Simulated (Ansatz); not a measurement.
Cartesian coordinates (Å):
```xyz
6

C      0.6206     0.1168    -0.0399
N     -0.6219    -0.1171     0.0399
H      1.3308    -0.6862     0.1247
H      0.9656     1.1185    -0.2722
H     -1.3153     0.6132    -0.1086
H     -0.9797    -1.0452     0.2561
```
Charge +1, spin multiplicity 1.

Level of theory: frozen-core CCSD(T)/def2-TZVPP // CAM-B3LYP-D3(BJ)/def2-TZVP (Ansatz, a first-principles code).

```yaml
HF energy: -94.42687 Ha
MP2 correlation energy: -0.35634 Ha
```

Task: Estimate the CCSD correlation energy, the (T) correction, the total energy and the T1 diagnostic.

Result: 
```
Item                            Value
-----------------------  ------------
CCSD correlation energy   -0.37851 Ha
(T) correction            -0.01429 Ha
CCSD(T) total energy     -94.81966 Ha
T1 diagnostic                   0.015
```
